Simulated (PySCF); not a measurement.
Compound: C2H10N2Si (charge +1 and doublet state).
Atom-mapped SMILES: `[CH3:1][NH:2][SiH2:3][NH+:4][CH3:5]` (hydrogens: H6, H7, H8 on C1; H9 on N2; H10, H11 on Si3; H12 on N4; H13, H14, H15 on C5)

Structure used (GFN2-xTB), in Å, numbered top down from 1:
```xyz
15
C2H10N2Si angstrom
C     -2.654    0.240   -0.217
N     -1.310    0.518    0.161
Si    -0.043   -0.616    0.536
N      1.331   -0.189   -0.443
C      2.673    0.039   -0.025
H     -2.839    0.491   -1.269
H     -2.883   -0.810   -0.059
H     -3.343    0.860    0.367
H     -1.088    1.504    0.090
H     -0.481   -1.937    0.103
H      0.315   -0.406    1.933
H      1.193    0.040   -1.420
H      2.949    1.097   -0.114
H      3.365   -0.511   -0.672
H      2.809   -0.276    1.006
```

The hyperfine couplings belong to this conformer and change with its torsions.

Level of theory: UKS B3LYP, pcH-1 on C H N Si, non-relativistic, mean-field spin-orbit, GIAO in PySCF 2.14.0. The structure is a single GFN2-xTB conformer in the gas phase; no vibrational or solvent corrections. Couplings are sensitive to structure, and on GFN2-xTB geometries they can be far from those on DFT ones, by a factor of two or more for some ions and for spin on atoms past the first row. The SCF solution wasn't tested for stability.

**Question.** Give the principal g shifts and their parts.

**Answer.** 
```json
{"Δg (ppm)": "relativistic mass correction", "1": "-206", "2": "-206", "3": "-206"}
{"Δg (ppm)": "gauge correction", "1": "1", "2": "52", "3": "44"}
{"Δg (ppm)": "orbital Zeeman/spin–orbit", "1": "600", "2": "1983", "3": "2013"}
{"Δg (ppm)": "total", "1": "395", "2": "1829", "3": "1851"}
```

So g = 2.00271, 2.00415, 2.00417 and g_iso = 2.00368; the tensor is close to axial: the two nearest values differ by 2 % of g3 − g1. 

**Question.** At 93.634 GHz, how far is the centre of the isotropic spectrum from where a free electron (g = 2.002319) resonates?

**Answer.** B = hν/(g μB) with μB/h = 13.99624 MHz/mT gives 3341.09 mT for the free electron and 3338.83 mT at g_iso, 2.26 mT lower.

**Question.** What effective moment and Curie constant follow for a powder?

**Answer.** With the mean of g² = 4.0147 and S(S+1) = 0.75: μ_eff = √(⟨g²⟩S(S+1)) = 1.735 μB and χT = 0.12505·⟨g²⟩·S(S+1) = 0.377 cm³ K/mol (cgs; spin-Hamiltonian part alone).

**Question.** What are the electron Larmor frequencies g μB B/h along the three axes at 3350 mT?

**Answer.** 93.9021, 93.9693, 93.9704 GHz for g1, g2 and g3, a range of 68.3 MHz.

**Question.** In a frozen sample, at which fields do the three g values resonate at 9.5, 34, 94 and 263 GHz (hyperfine left aside), and which band first spreads them over more than twice a line width of 0.3 mT?

**Answer.** 
```
band    GHz  B(g3) mT  B(g2) mT  B(g1) mT  spread mT
   X    9.5    338.67    338.67    338.92       0.25
   Q   34.0   1212.08   1212.10   1212.97       0.88
   W   94.0   3351.06   3351.09   3353.49       2.44
   J  263.0   9375.83   9375.93   9382.65       6.82
```

The spread grows in proportion to the frequency. Q band is the first where it exceeds 0.6 mT.

The Mulliken spin populations are largest on N4 (+0.43) and N2 (+0.43).

The HOMO–LUMO gaps are 8.26 eV among the α and 1.64 eV among the β orbitals.
